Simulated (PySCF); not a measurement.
**Zinc: highly charged ions in a basis for the neutral atom**

Zn⁵⁺ [Ar] 3d7, Zn⁶⁺ [Ar] 3d6. Computed with PySCF 2.14 in cc-pVTZ-PP with ECP10MDF (5s5p4d2f1g, 63 functions), with scalar relativity through the core potential. No spin-orbit coupling, so a gap to NIST mixes the basis error with missing relativistic terms.

Changed run: basis of the neutral atom used for a highly charged ion. This setting is unsound on purpose.

```csv
species,method,sound run (hartree),changed run (hartree),converged
Zn⁵⁺,UHF,not run,-218.61250,yes
Zn⁵⁺,r2SCAN,not run,-219.30076,yes
Zn⁵⁺,PBE0,not run,-219.33405,yes
Zn⁶⁺,UHF,not run,-214.65790,yes
Zn⁶⁺,r2SCAN,not run,-215.28113,yes
Zn⁶⁺,PBE0,not run,-215.30144,yes
```

Ionisation energy of Zn⁵⁺:

| method | changed run (eV) | NIST (eV) |
| --- | --- | --- |
| UHF | 107.61 | 108 ± 1 |
| r2SCAN | 109.38 | 108 ± 1 |
| PBE0 | 109.73 | 108 ± 1 |

The contracted functions were made for the neutral atom and can be too rigid for a highly charged ion.
